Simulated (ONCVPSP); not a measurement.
**Which change was made? (N, ONCV)**

```
Element                 : N
Generator               : ONCVPSP 4.0.1
Type                    : optimised norm-conserving Vanderbilt (ONCV)
Functional              : PBE
Relativity              : scalar-relativistic
Frozen core             : [He]
Valence charge          : 5
Reference configuration : 2s2 2p1.5 (charge +1.5)
Partial waves           : 2s: rc 0.95 bohr, ncon 3, nbas 6, qcut 5.4 1/bohr, 2 projectors, debl 3.8 Ha; 2p: rc 1.65 bohr, ncon 5, nbas 8, qcut 8 1/bohr, 3 projectors, debl 2 Ha; d scattering state at 0.06 Ha: rc 1.45 bohr, ncon 5, nbas 8, qcut 7 1/bohr, 1 projector
Local potential         : polynomial inside 0.70 bohr (lpopt 5, dvloc0 1 Ha)
Core correction         : Teter function, fcfact 5.5, rcfact 1
```

Cutoffs, loose and tight: the cutoffs (Ha) at which the residual kinetic energy of the hardest occupied pseudo-wave falls to 1 and 0.1 mHa per electron. They do not see the model core or the augmentation charge, which bear on the density cutoff. Test errors are all-electron minus pseudo excitation energies from the reference, over the configurations 2s2 2p3; 2s2 2p2; 2s2 2p1; 2s2 2p2.5; variants that change the core or the reference have their own tests.

The base gives: outcome: generated; cutoff, loose: 86 Ha; cutoff, tight: 144 Ha; bound ghosts: none; GHOST(+) flags above zero: none; largest test error (meV): +74.

(1) After one change the result is: outcome: generated; cutoff, loose: 68 Ha; cutoff, tight: 108 Ha; bound ghosts: none; GHOST(+) flags above zero: none; largest test error (meV): +62. Which change was it?
A. s: qcut 6.2; p: qcut 9.1; d: qcut 8
B. all radii but the core radius scaled by about 1.13 (s 1.08, p 1.86, d 1.64 bohr); local potential polynomial inside 0.78 bohr (lpopt 5, dvloc0 1 Ha)
C. reference 2s2 2p3

## Answers

(1) A. The others give: reference 2s2 2p3 → outcome: generated; cutoff, loose: 82 Ha; cutoff, tight: 137 Ha; bound ghosts: none; GHOST(+) flags above zero: none; largest test error (meV): +784 | all radii but the core radius scaled by about 1.13 (s 1.08, p 1.86, d 1.64 bohr); local potential polynomial inside 0.78 bohr (lpopt 5, dvloc0 1 Ha) → outcome: generated; cutoff, loose: 61 Ha; cutoff, tight: 105 Ha; bound ghosts: none; GHOST(+) flags above zero: none; largest test error (meV): +107.
